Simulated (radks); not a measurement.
Problem. All-electron atom: O in [He] 2s2 2p3 3s1 (not the ground configuration). All-electron calculation, Dirac Kohn-Sham, LDA (Slater exchange, Perdew-Wang correlation), spin-unpolarised, spherical densities, finite nucleus; open shells are shared between the two j in proportion to 2j + 1; Fermi nuclear charge, rms radius 2.6991 fm. Program: a radial shooting solver on a logarithmic mesh with Libxc functionals. Some entries of the table are withheld. Estimate them.

orbital  occ.  eigenvalue (eV)  r(max) (bohr)
1s1/2       2              (1)         0.1298
2s1/2       2         -32.9780         0.8570
2p1/2       1              (2)            (3)
2p3/2       2              (4)            (5)
3s1/2       1          -2.4269            (6)

Solution. 
(1) 1s1/2 eigenvalue (eV): -523.1858
(2) 2p1/2 eigenvalue (eV): -18.2338
(3) 2p1/2 r(max) (bohr): 0.7770
(4) 2p3/2 eigenvalue (eV): -18.1899
(5) 2p3/2 r(max) (bohr): 0.7780
(6) 3s1/2 r(max) (bohr): 3.968
